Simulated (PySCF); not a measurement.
## Electronic structure of Tl²⁺ (thallium, charge +2) at the UHF level

Configuration: [Xe] 4f14 5d9 6s1 6p1, one real determinant (an excited configuration). Computed with PySCF 2.14 in aug-cc-pVTZ-PP with ECP60MDF (6s5p4d2f, 55 functions), with a scalar-relativistic core potential.

```
Total energy                                                  : -170.061502 hartree
One-electron energy                                           : -284.0585 hartree
Hartree (Coulomb) energy                                      : 127.3349 hartree
Exchange energy                                               : -13.3378 hartree
⟨S²⟩                                                          : 3.7515
⟨L²⟩                                                          : 8.027
Sum of ⟨r⟩                                                    : 25.14 bohr
Sum of ⟨r²⟩                                                   : 41.55 bohr²
Traceless quadrupole moment −½Σ⟨3z² − r²⟩ along its main axis : -3.37 e·bohr²
```

```csv
shell,electrons,mean orbital energy (hartree),spread (hartree),"rms radius, mean of both spins (bohr)"
5s α,1,-6.56143,0,0.948
5s β,1,-6.46806,0,0.948
5p α,3,-4.37434,0.06279,1.08
5p β,3,-4.26656,0.06736,1.08
5d α,5,-1.70490,0.06399,1.43
5d β,4,-1.63811,0.02155,1.43
6s α,1,-1.20526,0,2.40
6p α,1,-0.83006,0,2.95
```

⟨L²⟩ = 8.03 against 12 for a pure F term, so this real determinant mixes terms. Energies and moments cover only the electrons outside the core potential. Spin-orbit coupling, absent here, splits the open shell strongly.
